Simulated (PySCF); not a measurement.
LC-wPBE on N²⁺ (nitrogen, charge +2)

Configuration: [He] 2s1 2p1 3d1, one real determinant (an excited configuration). All numbers are calculated (PySCF 2.14, no relativity, point nucleus, in aug-cc-pwCVQZ (9s8p6d4f2g, 109 functions)).

| Item | Value |
| --- | --- |
| Total energy | -51.4385 hartree |
| One-electron energy | -62.2459 hartree |
| Hartree (Coulomb) energy | 16.3634 hartree |
| Exchange-correlation energy | -5.5560 hartree |
| Kinetic energy | 51.38937 hartree |
| ⟨S²⟩ | 3.7500 |
| ⟨L²⟩ | 8.002 |
| Sum of ⟨r⟩ | 5.606 bohr |
| Sum of ⟨r²⟩ | 13.22 bohr² |
| Traceless quadrupole moment −½Σ⟨3z² − r²⟩ along its main axis | 2.42 e·bohr² |
| Density at the nucleus (Gaussians lack the cusp) | 202 bohr⁻³ |
| Spin density at the nucleus | 7.18 bohr⁻³ |
| Langevin diamagnetic susceptibility | -10.5 ×10⁻⁶ cm³/mol |

| shell | electrons | mean orbital energy (hartree) | rms radius, mean of both spins (bohr) |
| --- | --- | --- | --- |
| 1s α | 1 | -16.35871 | 0.266 |
| 1s β | 1 | -16.28492 | 0.266 |
| 2s α | 1 | -2.38329 | 1.21 |
| 2p α | 1 | -2.00246 | 1.15 |
| 3d α | 1 | -0.55414 | 3.21 |

⟨L²⟩ = 8.00 against 12 for a pure F term, so this real determinant mixes terms. The outer electron is Rydberg-like, and this basis confines it to a smaller radius and binds it less than a complete one would.
